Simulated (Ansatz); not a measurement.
Program: Ansatz. Geometries: PBE0-D4/def2-TZVP. ΔE: electronic, gas phase. CCSD(T)/CBS adds triple-zeta CCSD(T) − MP2 to the extrapolated MP2 energy (def2 sets, frozen cores). This one scheme is used for every species. DFT in def2-TZVPP. B3LYP here is the variant with VWN-RPA as its local correlation; programs differ in this. One conformer a species, not always the lowest.

Reaction (ligand exchange at the Si–C bond): `ClC[SiH]1O[SiH2]1` + HCl → `Cl[SiH]1O[SiH2]1` + `CCl`

Question: Is it downhill or uphill in electronic energy at CCSD(T)/CBS, and by how much? (Best estimate.)

Answer: Ansatz gave: Downhill: ΔE = -1.11 eV.

Question: What do these levels give: PBE-D4, r2SCAN-D4, PBE0-D4, B3LYP-D4, ωB97M-V, B2PLYP, r2SCAN, B3LYP, HF/def2-TZVPP, MP2/def2-TZVPP, SCS-MP2/def2-TZVPP, MP2/def2-QZVPP? (Best estimate.)

Answer: Ansatz gave: PBE-D4 -1.09, r2SCAN-D4 -1.15, PBE0-D4 -1.11, B3LYP-D4 -1.13, ωB97M-V -1.13, B2PLYP -1.16, r2SCAN -1.16, B3LYP -1.18, HF/def2-TZVPP -1.27, MP2/def2-TZVPP -1.13, SCS-MP2/def2-TZVPP -1.14, MP2/def2-QZVPP -1.15 eV.

Largest T1 diagnostic among the species: 0.014.

In def2-TZVPP, CCSD(T) changes the Hartree–Fock value by +0.18 eV (the triples alone add +0.02 eV) and MP2 by +0.14 eV. The D4 term adds +0.05 eV with B3LYP and +0.03 eV with PBE0; it sums over pairs of atoms, weighted by their polarisabilities, and B3LYP, whose exchange is more repulsive, gets the larger term.
